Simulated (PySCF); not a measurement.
Mapped SMILES: `[CH3:1][CH:2]([CH3:3])[SiH2:4][PH3+:5]`. Each H is labelled by its parent atom.

Geometry: GFN2-xTB; GIAO shifts from PySCF 2.14.0 with density-fitted response routines, gas phase, non-relativistic, averaged over equivalent atoms.

At PW91/pcSseg-1 (159 basis functions, 28 s wall time on 1 thread of an AMD EPYC 7R13, shared host):
```
      atoms  δ (ppm)
      C1/C3     23.9
         C2     23.7
        Si4     -7.7
         P5     94.6
     H(Si4)     5.50
      H(P5)     4.35
      H(C2)     2.43
H(C1)/H(C3)     1.46
```

Referencing at the same level of theory: ¹³C (σref 181.47) and ²⁹Si (σref 327.87) and ¹H (σref 31.65) against TMS; PH3 for ³¹P (σref 598.01).

Q: Predict the values at PBE0/pcSseg-1 on the same geometry.

A: 
```
      atoms  δ at PBE0/pcSseg-1  change
      C1/C3                22.6    -1.3
         C2                19.5    -4.2
        Si4                -7.5    +0.2
         P5              -203.0  -297.6
     H(Si4)                5.37   -0.13
      H(P5)                4.39   +0.04
      H(C2)                2.24   -0.19
H(C1)/H(C3)                1.41   -0.05
```

Shifts are taken against calculated references (same method and geometry level): ¹³C (σ = 186.93 ppm), ²⁹Si (σ = 349.16 ppm), ¹H (σ = 31.72 ppm) against TMS; H3PO4 for ³¹P (σ = 318.38 ppm).

The largest change is at P5 (phosphorus bonded to Si, 3 H). Cost: 159 basis functions, 21 s wall time on 1 thread of an AMD EPYC 7R13, shared host.
